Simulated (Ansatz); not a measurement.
`C#C[SiH](C)Cl` + HBr → `C[SiH](Cl)Br` + `C#C` at 700 K and 1 bar (ligand exchange at the Si–C bond).

Calculated with Ansatz (gas phase, PBE0-D4/def2-TZVP geometries, no zero-point term in ΔE). CCSD(T)/CBS adds triple-zeta CCSD(T) − MP2 to the extrapolated MP2 energy (def2 sets, frozen cores). This one scheme is used for every species. For Br outer-core shells are correlated without core-valence functions, which leaves a few kJ/mol of doubt a bond. Scalar relativity is left out up to krypton.

```tsv
species	CCSD(T)/CBS energy (Eh)	H − E (kJ/mol)	S (J/(mol·K))
`C#C[SiH](C)Cl`	-866.03655	252.7	464.9
HBr	-2573.91920	36.5	223.7
`C[SiH](Cl)Br`	-3362.75163	192.4	436.6
`C#C`	-77.22717	102.1	244.4
```

H − E and S are ideal-gas, rigid-rotor, harmonic terms from PBE0-D4/def2-TZVP, for one conformer and one mirror image of each species. 1 Eh = 2625.50 kJ/mol, R = 8.31446 J/(mol·K).

Question: By hand: ΔE, ΔH, ΔS and ΔG.

Answer: ΔE = (-3362.75163) + (-77.22717) − (-866.03655) − (-2573.91920) = -0.02305 Eh = -60.5 kJ/mol. Δ(H − E) = 192.4 + 102.1 − 252.7 − 36.5 = 5.3, so ΔH = -55.2 kJ/mol. ΔS = 436.6 + 244.4 − 464.9 − 223.7 = -7.6 J/(mol·K). ΔG = -55.2 − 700 × (-7.6)/1000 = -49.9 kJ/mol.

Question: By hand: the equilibrium constant, and the temperature at which ΔG would vanish if ΔH and ΔS stayed fixed.

Answer: log₁₀ K = −ΔG/(RT ln 10) = 3.7. ΔG = 0 at ΔH/ΔS = 7263 K, far beyond where these terms or the molecules hold.

The number of gas molecules stays the same, so ΔS is small and ΔH decides. A doubt of 5 kJ/mol in ΔE shifts log₁₀ K by 0.4 here. Other conformers and mirror images would add mixing entropy, several J/(mol·K) or more a flexible species. These are equilibria of isolated gas molecules and say nothing of rates. Largest T1 diagnostic: 0.013 (customary marks: 0.02 for closed shells, 0.045 for open ones).
